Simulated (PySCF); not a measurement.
**MoBr: energy against distance**

Set-up: Mo def2-TZVPPD with ECP28, Br def2-TZVPPD; scalar-relativistic core potentials (PySCF 2.14). Energies in eV from Mo (4d5 5s1) + Br in their ground configurations at the same level. All curves are PBE0. state 1: ⁶Σ⁺ (sextet), unpaired electrons σ ↑, π ↑↑, δ ↑↑; state 2: Ms = 1.5 determinant of mixed spin (⟨S²⟩ near 4.8), unpaired electrons σ ↑, π ↑↓, δ ↑↑, a mixture of terms (⟨Lz²⟩ = 2.0), a second solution, started from another occupation; state 3: ⁶Π (sextet), unpaired electrons σ ↑↑, π ↑, δ ↑↑, a second solution, started from another occupation; state 4: Ms = 1.5 determinant of mixed spin (⟨S²⟩ near 4.8), unpaired electrons σ ↓, π ↑↑, δ ↑↑, a second solution, started from another occupation.

```
R (Å)  state 1  state 2  state 3  state 4
2.101   -2.301   -1.085   -0.628   -0.799
2.199   -2.904   -1.645   -1.285   -1.375
2.296   -3.223   -1.927   -1.659   -1.667
2.370   -3.330   -2.011   -1.807   -1.754
2.443   -3.355   -2.016   -1.873   -1.760
2.516   -3.320   -1.964   -1.877   -1.707
2.614   -3.210   -1.832   -1.813   -1.572
2.736   -3.006   -1.606   -1.663   -1.341
2.883   -2.714   -1.291   -1.430   -1.020
3.078   -2.307   -0.854   -1.106   -0.583
```

Task: Put a parabola through the three lowest points of the state 1 curve and estimate Re, k and ωe (reduced mass 43.7 u; 1 eV/Å² = 0.16022 mdyn/Å; ωe = 1302.8·√(k/μ) cm⁻¹).

Result: Through R = 2.37, 2.443, 2.516 Å the second-order coefficient is 5.63 eV/Å², so Re ≈ 2.437 Å, k ≈ 1.80 mdyn/Å and ωe ≈ 265 cm⁻¹. A polynomial fit of higher order to the unrounded PBE0 energies gives Re = 2.434 Å, k = 1.85 mdyn/Å, ωe = 268 cm⁻¹; anharmonicity and rounding make the difference.

The higher-order fit for each curve: state 1: Re = 2.434 Å, ωe = 268 cm⁻¹, De = 3.36 eV; state 2: Re = 2.411 Å, ωe = 275 cm⁻¹, minimum 2.02 eV below the ground-state fragments; state 3: Re = 2.484 Å, ωe = 245 cm⁻¹, minimum 1.88 eV below the ground-state fragments; state 4: Re = 2.412 Å, ωe = 279 cm⁻¹, minimum 1.77 eV below the ground-state fragments.

The metal atom is held in its measured ground configuration; semilocal functionals can put another filling of s and d lower by some tenths of an eV, and De to that atom would be smaller. ⟨S²⟩ of the unrestricted solution departs from its pure value on part of the curve, where spin states mix. Spin–orbit coupling is left out, which matters for elements this heavy, above all for dissociation energies. With d or f electrons several states lie close, and the lowest PBE0 determinant need not be the measured ground state.
